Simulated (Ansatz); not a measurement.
Start from `[F][InH][SeH]` and change one element to get `FB[SeH]`.

Ansatz, PBE0-D4/def2-TZVP geometries, multiplicity 1. Each molecule was computed in one conformer, which needn't be the lowest.

Elements past krypton have def2 core potentials. Scalar relativity is left out up to krypton.

```
                                          property  `[F][InH][SeH]`
           HOMO–LUMO gap (ωB97M-V/def2-TZVPP) / eV             9.57
size of the dipole moment (ωB97M-V/def2-TZVPP) / D             2.21
               HOMO energy (B3LYP/def2-TZVPP) / eV            -7.30
                 HOMO energy (PBE/def2-TZVPP) / eV            -6.40
                LUMO energy (PBE0/def2-TZVPP) / eV            -1.58
  size of the dipole moment (B3LYP/def2-TZVPP) / D             2.23
```

Q: What does the change do to each property? (An estimate is asked.)

A: The calculation gave: 
| property | `FB[SeH]` | shift |
| --- | --- | --- |
| HOMO–LUMO gap (ωB97M-V/def2-TZVPP) / eV | 11.07 | 1.50 |
| size of the dipole moment (ωB97M-V/def2-TZVPP) / D | 1.25 | -0.96 |
| HOMO energy (B3LYP/def2-TZVPP) / eV | -7.55 | -0.25 |
| HOMO energy (PBE/def2-TZVPP) / eV | -6.67 | -0.27 |
| LUMO energy (PBE0/def2-TZVPP) / eV | -0.84 | 0.74 |
| size of the dipole moment (B3LYP/def2-TZVPP) / D | 1.28 | -0.95 |

With PBE0 the HOMO falls by 0.28 eV and the LUMO rises by 0.74 eV, so the gap widens by about 1.02 eV. PBE moves the HOMO by -0.27 eV and ωB97M-V by -0.28 eV. Dipoles are sizes alone; their direction can turn.

B3LYP here is the variant with VWN-RPA as its local correlation; programs differ in this.

Spin–orbit coupling is left out; it splits and shifts lone-pair levels of the heavy atoms by tenths of an eV.
